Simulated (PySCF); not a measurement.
# Fractional electron number in K⁻ (potassium, charge -1)

The 4s beta orbital of [Ar] 4s2 is emptied in steps (occupation f), with all orbitals relaxed, ending at [Ar] 4s1. Calculation: PySCF 2.14, in aug-pcseg-2 (7s5p4d, 42 functions); the non-relativistic Hamiltonian (point nucleus). The exact energy is a straight line in f; departures are measured from the line between the end points of the same method.

```json
{"f": "1", "LDA (eV)": "0.000", "PBE (eV)": "0.000", "PBE0 (eV)": "0.000", "r2SCAN (eV)": "0.000", "LC-wPBE (eV)": "0.000", "BHandHLYP (eV)": "0.000", "CAM-B3LYP (eV)": "0.000"}
{"f": "0.8", "LDA (eV)": "-0.212", "PBE (eV)": "-0.205", "PBE0 (eV)": "-0.141", "r2SCAN (eV)": "-0.178", "LC-wPBE (eV)": "0.032", "BHandHLYP (eV)": "-0.099", "CAM-B3LYP (eV)": "-0.067"}
{"f": "0.6", "LDA (eV)": "-0.328", "PBE (eV)": "-0.317", "PBE0 (eV)": "-0.216", "r2SCAN (eV)": "-0.271", "LC-wPBE (eV)": "0.046", "BHandHLYP (eV)": "-0.156", "CAM-B3LYP (eV)": "-0.109"}
{"f": "0.4", "LDA (eV)": "-0.338", "PBE (eV)": "-0.324", "PBE0 (eV)": "-0.218", "r2SCAN (eV)": "-0.272", "LC-wPBE (eV)": "0.047", "BHandHLYP (eV)": "-0.163", "CAM-B3LYP (eV)": "-0.116"}
{"f": "0.2", "LDA (eV)": "-0.231", "PBE (eV)": "-0.218", "PBE0 (eV)": "-0.144", "r2SCAN (eV)": "-0.184", "LC-wPBE (eV)": "0.034", "BHandHLYP (eV)": "-0.112", "CAM-B3LYP (eV)": "-0.083"}
{"f": "0", "LDA (eV)": "0.000", "PBE (eV)": "0.000", "PBE0 (eV)": "0.000", "r2SCAN (eV)": "0.000", "LC-wPBE (eV)": "0.000", "BHandHLYP (eV)": "0.000", "CAM-B3LYP (eV)": "0.000"}
```

```csv
method,E(f=0) − E(f=1) (eV),−ε at f=1 (eV),−ε at f=0.4 (eV)
LDA,0.573,-0.697,0.811
PBE,0.511,-0.730,0.752
PBE0,0.478,-0.380,0.657
r2SCAN,0.404,-0.678,0.631
LC-wPBE,0.416,0.647,0.388
BHandHLYP,0.393,-0.192,0.498
CAM-B3LYP,0.451,0.069,0.509
```

Orbital energy along the path (eV):

| f | LDA | PBE | PBE0 | r2SCAN | LC-wPBE | BHandHLYP | CAM-B3LYP |
| --- | --- | --- | --- | --- | --- | --- | --- |
| 1 | 0.697 | 0.730 | 0.380 | 0.678 | -0.647 | 0.192 | -0.069 |
| 0.8 | 0.259 | 0.292 | 0.067 | 0.283 | -0.524 | 0.005 | -0.171 |
| 0.6 | -0.248 | -0.206 | -0.283 | -0.168 | -0.452 | -0.228 | -0.323 |
| 0.4 | -0.811 | -0.752 | -0.657 | -0.631 | -0.388 | -0.498 | -0.509 |
| 0.2 | -1.411 | -1.340 | -1.043 | -1.054 | -0.307 | -0.800 | -0.731 |
| 0 | -2.023 | -1.469 | -0.921 | -1.580 | -0.013 | -0.988 | -0.986 |

As f goes to zero the orbital energy of a semilocal functional can turn back, because the density of that orbital vanishes from the exchange-correlation potential.

At f = 1 the orbital energy is positive for LDA, PBE, PBE0, r2SCAN, BHandHLYP: only the finite basis holds the electron.

Reference removal energy between the ground levels: 0.501 eV (measured; photodetachment measurements, as compiled on the Wikipedia data page of electron affinities).
